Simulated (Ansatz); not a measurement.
Computed with B3LYP-D3(BJ)/def2-TZVP (Ansatz, a quantum-chemistry and plane-wave program). No frequencies were computed at this level.

Ansatz 0.2 input:
```yaml
crystal:
  periodic: [false, false, false]
  atoms:
    - { symbol: N, position_ang: [-1.167536, -0.195251, 0.184075] }
    - { symbol: C, position_ang: [-0.118437, 0.204236, -0.554217] }
    - { symbol: O, position_ang: [-0.171079, 0.639754, -1.682047] }
    - { symbol: C, position_ang: [1.203986, 0.050696, 0.195495] }
    - { symbol: O, position_ang: [1.281488, -0.378288, 1.313241] }
    - { symbol: H, position_ang: [-1.005036, -0.542571, 1.116065] }
    - { symbol: H, position_ang: [-2.10347, -0.1509, -0.181986] }
    - { symbol: H, position_ang: [2.080084, 0.372323, -0.390625] }
basis:
  gaussian: { orbitals: def2-tzvp }
hamiltonian:
  xc: b3lyp
  dispersion: d3bj
relax:
  max_steps: 150
```

Output:

```
Functional definition: B3LYP
949 factors; their error is unknown
mean field evaluation 1: about -7701.4948 eV, gradient 7.2e1 eV
mean field evaluation 2: about -7689.8004 eV, gradient 1.1e2 eV
mean field evaluation 4: about -7709.9314 eV, gradient 6.3e0 eV
mean field evaluation 8: about -7710.0070 eV, gradient 3.0e-1 eV
mean field evaluation 16: about -7710.0131 eV, gradient 5.1e-4 eV
mean field -7710.01309779 eV, -283.3377553091 hartree, gradient 2.0e-5 eV, S^2 0.000000; 0 other end points of the search recorded, 0 dependent functions left out
reference -7710.01332044 eV, -283.3377634915 hartree; 19, 19 occupied and 154, 154 virtual orbitals, 949 factors
relax step   1: F+E_penalty+E_count = -7710.25105253 eV  Δ(F+E_penalty+E_count) = +0.000e0 eV  max|allowed force component| = 3.525e-1 eV/Å  Δτ_max = 0.0000 Å  (31 SCF iters, accepted)
these checks for a lower state are left out or cut short: starts, cluster_reference, orbital_swaps, neighbouring_geometries, increment
949 factors; their error is unknown
mean field -7710.02188220 eV, -283.3380781304 hartree, gradient 1.7e-5 eV, S^2 0.000000; 0 other end points of the search recorded, 0 dependent functions left out
reference -7710.02210469 eV, -283.3380863066 hartree; 19, 19 occupied and 154, 154 virtual orbitals, 949 factors
relax step   2: F+E_penalty+E_count = -7710.25930882 eV  Δ(F+E_penalty+E_count) = -8.256e-3 eV  max|allowed force component| = 1.897e-1 eV/Å  Δτ_max = 0.0194 Å  (35 SCF iters, accepted)
these checks for a lower state are left out or cut short: starts, cluster_reference, orbital_swaps, neighbouring_geometries, increment
949 factors; their error is unknown
mean field evaluation 32: about -7710.0240 eV, gradient 1.7e-5 eV
mean field -7710.02399082 eV, -283.3381556208 hartree, gradient 1.7e-5 eV, S^2 0.000000; 0 other end points of the search recorded, 0 dependent functions left out
reference -7710.02421301 eV, -283.3381637859 hartree; 19, 19 occupied and 154, 154 virtual orbitals, 949 factors
relax step   3: F+E_penalty+E_count = -7710.26117161 eV  Δ(F+E_penalty+E_count) = -1.863e-3 eV  max|allowed force component| = 3.013e-2 eV/Å  Δτ_max = 0.0138 Å  (35 SCF iters, accepted)
these checks for a lower state are left out or cut short: starts, cluster_reference, orbital_swaps, neighbouring_geometries, increment
949 factors; their error is unknown
mean field -7710.02391238 eV, -283.3381527380 hartree, gradient 1.7e-5 eV, S^2 0.000000; 0 other end points of the search recorded, 0 dependent functions left out
reference -7710.02413449 eV, -283.3381609004 hartree; 19, 19 occupied and 154, 154 virtual orbitals, 949 factors
relax step   4: F+E_penalty+E_count = -7710.26109236 eV  Δ(F+E_penalty+E_count) = +7.925e-5 eV  max|allowed force component| = 6.198e-2 eV/Å  Δτ_max = 0.0052 Å  (35 SCF iters, rejected (line search))
these checks for a lower state are left out or cut short: starts, cluster_reference, orbital_swaps, neighbouring_geometries, increment
949 factors; their error is unknown
mean field -7710.02405452 eV, -283.3381579614 hartree, gradient 1.7e-5 eV, S^2 0.000000; 0 other end points of the search recorded, 0 dependent functions left out
reference -7710.02427664 eV, -283.3381661245 hartree; 19, 19 occupied and 154, 154 virtual orbitals, 949 factors
relax step   5: F+E_penalty+E_count = -7710.26124728 eV  Δ(F+E_penalty+E_count) = -7.567e-5 eV  max|allowed force component| = 7.077e-3 eV/Å  Δτ_max = 0.0026 Å  (36 SCF iters, accepted)
949 factors; their error is unknown
mean field evaluation 64: about -7710.0238 eV, gradient 4.5e-1 eV
mean field -7710.02405452 eV, -283.3381579614 hartree, gradient 1.7e-5 eV, S^2 0.000000; 1 other end points of the search recorded, 0 dependent functions left out
reference -7710.02427664 eV, -283.3381661245 hartree; 19, 19 occupied and 154, 154 virtual orbitals, 949 factors
Total energy: -7710.26146941 eV, -283.3468827979 hartree
Atom 0 at    -1.183943    -0.199364     0.190109 Å, force     0.007077     0.000456     0.000181 eV/Å
Atom 1 at    -0.123824     0.197992    -0.539616 Å, force    -0.004746     0.001917    -0.000000 eV/Å
Atom 2 at    -0.146991     0.638431    -1.671944 Å, force     0.001236    -0.002005     0.003813 eV/Å
Atom 3 at     1.214253     0.052668     0.193670 Å, force    -0.000250    -0.006609     0.005439 eV/Å
Atom 4 at     1.311445    -0.374814     1.312538 Å, force     0.001168     0.003072    -0.003955 eV/Å
Atom 5 at    -1.038268    -0.548855     1.123129 Å, force     0.000228     0.000031    -0.000143 eV/Å
Atom 6 at    -2.110630    -0.146133    -0.196313 Å, force    -0.000780     0.001320    -0.003736 eV/Å
Atom 7 at     2.077958     0.380074    -0.411572 Å, force    -0.003934     0.001818    -0.001599 eV/Å
Dipole moment:    -0.319007    -0.142852     0.279109 e Å
```

Cost: around 30 core-seconds (rough).
